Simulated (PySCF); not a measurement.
Point-charge models of quinoxaline (`c1ccc2nccnc2c1`) against its computed dipole.

Coordinates (GFN2-xTB, Å) and charges (e) from the PBE0/pcSseg-1 density (PySCF):

```
atom       x       y       z  Mulliken      IAO  Hirshfeld  ESP-fitted
  C1  -2.214   0.585   0.348   -0.0585  -0.1456    -0.0404     -0.1645
  C2  -2.200  -0.617  -0.381   -0.0589  -0.1455    -0.0404     -0.1289
  C3  -1.019  -1.209  -0.735   -0.0189  -0.1481    -0.0468     -0.3692
  C4   0.201  -0.607  -0.368   +0.1037  +0.0889    +0.0432     +0.4865
  N5   1.370  -1.187  -0.717   -0.3985  -0.2503    -0.1422     -0.5515
  C6   2.468  -0.584  -0.350   +0.0836  -0.0363    +0.0187     +0.1425
  C7   2.454   0.624   0.381   +0.0835  -0.0363    +0.0187     +0.1277
  N8   1.342   1.208   0.734   -0.3985  -0.2503    -0.1421     -0.5324
  C9   0.187   0.610   0.370   +0.1026  +0.0889    +0.0431     +0.4280
 C10  -1.047   1.192   0.721   -0.0188  -0.1481    -0.0468     -0.3300
 H11  -3.163   1.027   0.613   +0.0969  +0.1596    +0.0553     +0.1715
 H12  -3.139  -1.072  -0.660   +0.0969  +0.1596    +0.0554     +0.1653
 H13  -0.986  -2.131  -1.293   +0.0945  +0.1693    +0.0554     +0.1931
 H14   3.399  -1.055  -0.633   +0.0980  +0.1625    +0.0567     +0.0863
 H15   3.373   1.111   0.676   +0.0980  +0.1625    +0.0568     +0.0888
 H16  -1.033   2.114   1.282   +0.0944  +0.1693    +0.0553     +0.1868
```

**Question.** Compute μ = Σ q r for each scheme (1 e·Å = 4.803 D) and compare with the dipole of the full density.

**Answer.** The full density gives (-0.51, 0.00, 0.00) D, 0.51 D in size; dipole vectors point from the negative to the positive end.

```json
{"scheme": "Mulliken", "μx": "-2.25", "μy": "-0.02", "μz": "-0.02", "size (D)": "2.25", "share of the full size (%)": "445", "angle to the full dipole (°)": "0"}
{"scheme": "IAO", "μx": "-0.58", "μy": "0.00", "μz": "0.00", "size (D)": "0.58", "share of the full size (%)": "115", "angle to the full dipole (°)": "0"}
{"scheme": "Hirshfeld", "μx": "-0.37", "μy": "0.00", "μz": "0.00", "size (D)": "0.37", "share of the full size (%)": "74", "angle to the full dipole (°)": "0"}
{"scheme": "ESP-fitted", "μx": "-0.53", "μy": "0.00", "μz": "0.00", "size (D)": "0.53", "share of the full size (%)": "104", "angle to the full dipole (°)": "0"}
```

**Question.** Which set comes closest?

**Answer.** Length of the difference vector: ESP-fitted 0.02 D, IAO 0.08 D, Hirshfeld 0.13 D, Mulliken 1.75 D. Closest: ESP-fitted. ESP charges are fitted to the potential around the molecule, whose slowest-falling term is the dipole's. The schemes that divide the density aren't constrained to reproduce the dipole.

**Question.** What is left for the Hirshfeld atoms' own dipoles?

**Answer.** The shares of the density sum to the whole, so what Σ q r misses lies in dipoles about the nuclei. The atomic dipoles sum to (-0.51, 0.00, 0.00) − (-0.37, 0.00, 0.00) = (-0.14, 0.00, 0.00) D, 0.13 D in size.

**Question.** With the origin at the mean of the coordinates, (0.000, 0.001, -0.001) Å, which are the largest single terms, by size, of the IAO dipole along the direction of the full one?

**Answer.** H14 -2.65, H15 -2.64, H11 +2.42, H12 +2.41, N5 +1.64 D; all 16 atoms together +0.58 D. The single terms depend on the origin, their sum doesn't.

**Question.** Give the size of the full dipole in other units.

**Answer.** 0.51 D = 0.199 au = 0.105 e·Å = 1.69 × 10⁻³⁰ C·m.

Geometry: GFN2-xTB; no solvent, vibrations or thermal averaging.

The run behind these numbers computed NMR shieldings as well. Hardware: an x86-64 server with one thread (shared host). Cost: 29 s.
